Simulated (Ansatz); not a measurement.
Geometry optimisation, Ansatz 0.2.0, RKS PBE-D4/STO-3G.

The input (input.yaml):

```yaml
crystal:
  periodic: [false, false, false]
  atoms:
    - { symbol: C, position_ang: [-0.1178, -1.6554, 1.5254] }
    - { symbol: C, position_ang: [-0.216, -0.3031, 1.2757] }
    - { symbol: O, position_ang: [-0.4776, 0.6062, 2.2968] }
    - { symbol: C, position_ang: [0.0529, 0.2101, -0.0618] }
    - { symbol: C, position_ang: [0.1409, 0.6115, -1.1946] }
    - { symbol: Al, position_ang: [0.3965, 1.308, -2.9791] }
    - { symbol: H, position_ang: [0.0411, -2.3144, 0.7157] }
    - { symbol: H, position_ang: [-0.2706, -1.9765, 2.5091] }
    - { symbol: H, position_ang: [-0.5812, 0.3164, 3.3093] }
    - { symbol: H, position_ang: [0.4728, 2.8676, -3.2135] }
    - { symbol: H, position_ang: [0.6244, 0.2728, -4.1624] }
basis:
  gaussian: { orbitals: STO-3G }
hamiltonian:
  xc: pbe
  dispersion: d4
relax:
  f_tol: 0.02
  max_steps: 50
```

Launched with:

```bash
$ ansatz run input.yaml --threads 1 --pin off --max-ram 2048MiB --backend cpu --events-out ev --progress --plain --runs-dir out
```

Where does it end, and by what steps?

The run converged. Limits of this set-up: minimal basis. After 7 steps the energy has fallen by 0.871 eV; H9 moved furthest, 0.25 Å.

```
step  energy less start (eV)  largest force component (eV/Å)  accepted
   0                  0.0000                           3.984       yes
   1                 -0.7839                           1.566       yes
   2                 -0.8393                           0.708       yes
   3                 -0.8080                           1.603        no
   4                 -0.8632                           0.287       yes
   5                 -0.8695                           0.096       yes
   6                 -0.8711                           0.041       yes
   7                 -0.8713                           0.013       yes
```

```xyz
11
Properties=species:S:1:pos:R:3
C -0.145 -1.636 1.569
C -0.191 -0.302 1.262
O -0.434 0.737 2.212
C 0.003 0.217 -0.086
C 0.168 0.649 -1.227
Al 0.423 1.318 -2.959
H 0.043 -2.386 0.791
H -0.296 -1.993 2.599
H -0.547 0.193 3.089
H 0.432 2.815 -3.143
H 0.610 0.332 -4.087
```

The run took 21 s on 1 thread of Arm Neoverse V1, with other jobs on the host, peak memory 0.13 GiB.
